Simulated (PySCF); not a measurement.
Compound: MeOCH2CF3, C3H5F3O.
Geometry (GFN2-xTB, Å), atoms numbered from 1 in this order:
```
atom  x, y, z in Å
C1     1.6570   -0.2511   -0.1146
O2     0.6340    0.1176   -1.0206
C3    -0.4883    0.6952   -0.4379
C4    -1.3486   -0.2945    0.3632
F5    -2.5769    0.2068    0.5689
F6    -0.8447   -0.5605    1.5798
F7    -1.4998   -1.4661   -0.2560
H8     2.5085   -0.5296   -0.7307
H9     1.3676   -1.1035    0.5061
H10    1.9284    0.5907    0.5312
H11   -0.2289    1.5223    0.2415
H12   -1.1071    1.0720   -1.2569
```

Theory: B3LYP/def2-SVPD in PySCF (dipole) on a GFN2-xTB geometry, gas phase.

Masses are those of the commonest isotopes; rigid-rotor values at the optimised geometry. The values belong to one conformer with, in the numbering `[CH3:1][O:2][CH2:3][C:4]([F:5])([F:6])[F:7]`, C1–O2–C3–C4 -71°.

(1) What are A, B and C (cm⁻¹)?

(2) What kind of rotor is it?

(3) What does the inertial defect say?

(4) Which types of transition are allowed, and where do some lines up to J = 4 fall?

(5) Estimate the classical rotational partition function at 25 K, 50 K and 200 K.

Answers

(1) Ia = 110.86, Ib = 269.11, Ic = 282.58 u·Å²; 505379 MHz·u·Å²/I gives 4559, 1878 and 1788 MHz, that is A = 0.15207, B = 0.06264, C = 0.05966 cm⁻¹.

(2) A near-prolate asymmetric top. Ray's parameter κ = (2B − A − C)/(A − C) = -0.935; −1 is the prolate and +1 the oblate limit.

(3) Not planar: Δ = Ic − Ia − Ib = -97.39 u·Å². For a rigid frame Δ = −2 Σ m c², so Σ m c² = 48.70 u·Å² lies off the ab plane: 4.56 from hydrogen and 44.13 from heavier atoms. The atom farthest from that plane is 1.64 Å away.

(4) The dipole components are |μa| = 1.52 D, |μb| = 0.04 D, |μc| = 1.38 D. Intensities carry the squares of the components, which stand as 1.00 : 0.00 : 0.83 (a : b : c). Some lines, for components of 0.1 D or more:

```
type  branch         J(Ka,Kc)    MHz  lower level (cm⁻¹)
   a       Q  4(1,3) ← 4(1,4)    895               1.299
   c       Q  2(1,2) ← 2(0,2)   2594               0.367
   c       R  1(1,0) ← 0(0,0)   6437               0.000
   a       R  2(1,2) ← 1(1,1)   7243               0.212
   a       R  2(0,2) ← 1(0,1)   7331               0.122
   a       R  2(1,1) ← 1(1,0)   7422               0.215
   c       Q  2(2,1) ← 2(1,1)   8043               0.462
   a       R  3(1,3) ← 2(1,2)  10864               0.453
   a       R  3(0,3) ← 2(0,2)  10990               0.367
   a       R  3(2,2) ← 2(2,1)  10999               0.731
   a       R  3(2,1) ← 2(2,0)  11008               0.731
   c       Q  4(3,2) ← 4(2,2)  13602               1.588
   c       R  3(1,2) ← 2(0,2)  13994               0.367
   a       R  4(1,4) ← 3(1,3)  14482               0.816
   a       R  4(3,1) ← 3(3,0)  14670               1.552
   c       R  2(2,0) ← 1(1,0)  15467               0.215
   c       R  2(2,1) ← 1(1,1)  15554               0.212
   c       R  4(1,3) ← 3(0,3)  17844               0.733
   c       R  3(2,2) ← 2(1,2)  19310               0.453
   c       R  4(2,2) ← 3(1,2)  22607               0.834
   c       R  4(2,3) ← 3(1,3)  23110               0.816
   c       R  3(3,0) ← 2(2,0)  24626               0.731
   c       R  3(3,1) ← 2(2,1)  24629               0.731
   c       R  4(3,1) ← 3(2,1)  28289               1.098
   c       R  4(3,2) ← 3(2,2)  28299               1.097
   c       R  4(4,0) ← 3(3,0)  33745               1.552
```

(5) Point group C1, symmetry number σ = 1; q = (√π/σ)·√((kT/h)³/(ABC)), k/h = 20836.6 MHz/K: 5390 at 25 K, 15200 at 50 K, 122000 at 200 K.

GFN2-xTB frequencies: not computed here. Constants of a rigid frame at the computed geometry: no zero-point averaging, no centrifugal distortion. A rigid rotor knows nothing of internal rotation, which can split or shift real lines.

On an Arm Neoverse V2 with one thread, on a shared host, this took 21 s. This is the B3LYP/def2-SVPD job that gave the dipole, with the excitations it also computed.
